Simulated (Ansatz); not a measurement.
`C[Si](C)(C)P` + `O[SiH3]` → `[SiH3]OP` + `C[SiH](C)C` at 700 K and 1 bar (cleavage of the P–Si bond).

Computed with Ansatz on PBE0-D4/def2-TZVP structures; ΔE is electronic, products minus reactants. CBS: MP2 limit from def2 TZ/QZ plus the TZ coupled-cluster correction, frozen cores. Each species was taken in one conformer, which may not be the lowest.

| species | CCSD(T)/CBS energy (Eh) | H − E (kJ/mol) | S (J/(mol·K)) |
| --- | --- | --- | --- |
| `C[Si](C)(C)P` | -750.84275 | 447.2 | 559.6 |
| `O[SiH3]` | -366.69042 | 144.6 | 321.6 |
| `[SiH3]OP` | -708.22479 | 184.8 | 413.9 |
| `C[SiH](C)C` | -409.29330 | 400.4 | 467.7 |

H − E and S are ideal-gas, rigid-rotor, harmonic terms from PBE0-D4/def2-TZVP, for one conformer and one mirror image of each species. 1 Eh = 2625.50 kJ/mol, R = 8.31446 J/(mol·K).

Question: By hand: ΔE, ΔH, ΔS and ΔG.

Answer: ΔE = (-708.22479) + (-409.29330) − (-750.84275) − (-366.69042) = 0.01508 Eh = 39.6 kJ/mol. Δ(H − E) = 184.8 + 400.4 − 447.2 − 144.6 = -6.6, so ΔH = 33.0 kJ/mol. ΔS = 413.9 + 467.7 − 559.6 − 321.6 = 0.4 J/(mol·K). ΔG = 33.0 − 700 × (0.4)/1000 = 32.7 kJ/mol.

Question: By hand: the equilibrium constant, and the temperature at which ΔG would vanish if ΔH and ΔS stayed fixed.

Answer: log₁₀ K = −ΔG/(RT ln 10) = -2.4. ΔG = 0 at ΔH/ΔS = 82500 K, far beyond where these terms or the molecules hold.

The number of gas molecules stays the same, so ΔS is small and ΔH decides. A doubt of 5 kJ/mol in ΔE shifts log₁₀ K by 0.4 here. Other conformers and mirror images would add mixing entropy, several J/(mol·K) or more a flexible species. Modes under 60 cm⁻¹, often nearly free rotors, make the harmonic entropy too high. These are equilibria of isolated gas molecules and say nothing of rates. Largest T1 diagnostic: 0.012 (customary marks: 0.02 for closed shells, 0.045 for open ones).
